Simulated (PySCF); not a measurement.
**State search for IF⁺**

Unrestricted PBE0; basis I cc-pVDZ-PP with ECP28, F cc-pVDZ; scalar-relativistic core potentials; PySCF 2.14. Outer shells of the fragments: I+ 4d10 5s2 5p4; F 2s2 2p5.

Followed along the bond (rough minima from three points):

| 2Ms+1 | unpaired | ⟨S²⟩ at the start | R at minimum (Å) | Te (eV) |
| --- | --- | --- | --- | --- |
| 2 | π ↑ | 0.75 | 1.90 | 0.00 |
| 4 | σ ↑, π ↑↑ | 3.75 | 2.10 | 1.46 |

Solutions found at the starting distance of 2.025 Å, counted from the lowest of them; the search is not exhaustive and high or unbound solutions are not listed, so other states can lie among these:

```csv
2Ms+1,unpaired,term,E (eV),⟨S²⟩,⟨Lz²⟩,μ (D)
2,π ↑,²Π,0.00,0.75,1.00,-2.49
4,"σ ↑, π ↑↑",⁴Σ⁻,1.28,3.75,0.00,-2.29
2,"σ ↓, π ↑↑",mixed,1.93,1.76,0.00,-2.23
2,"σ ↑, π ↑↓",mixed,1.93,1.76,2.01,-2.18
2,σ ↑,mixed,2.93,0.75,2.00,-2.00
4,"σ ↑, π ↑↑",mixed,3.74,3.75,2.01,1.10
```

A term symbol is given only where ⟨S²⟩ and ⟨Lz²⟩ are close to those of a pure state; real π, δ and φ orbitals otherwise mix terms. A positive dipole points towards F; it is taken about the centre of mass and depends on that origin.

Compare the gap between the two lowest followed solutions at the starting distance with the gap between their minima.

At PBE0 the second solution (quartet, unpaired electrons σ ↑, π ↑↑) lies +1.28 eV from the first (doublet, unpaired electrons π ↑) at 2.025 Å and +1.46 eV at the minima; the two curves relax by different amounts, since their minima lie near 2.10 and 1.90 Å.

Spin–orbit coupling is left out. Counting both spins, an empty level lies below a filled one in some of these solutions, because spin and occupation are held.
